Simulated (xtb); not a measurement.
Cd(Cl)(Et) (C2H5CdCl), SMILES [Cl][Cd][CH2]C. All values are semi-empirical tight-binding results from xtb (GFN2-xTB unless named), good for trends rather than for accurate numbers. Coordinates come from a GFN2-xTB optimisation. The structure was generated by enumeration; whether it is a known compound was not checked. One conformer was computed; it need not be the lowest.

For metal compounds this method's bond lengths and energies can be far off.

Computed properties:
```json
{
  "orbital_gap": "3.30 eV",
  "zero_point_energy": "39.6 kcal/mol",
  "G − E(el) at 298.15 K (modified RRHO)": "19.0 kcal/mol"
}
```
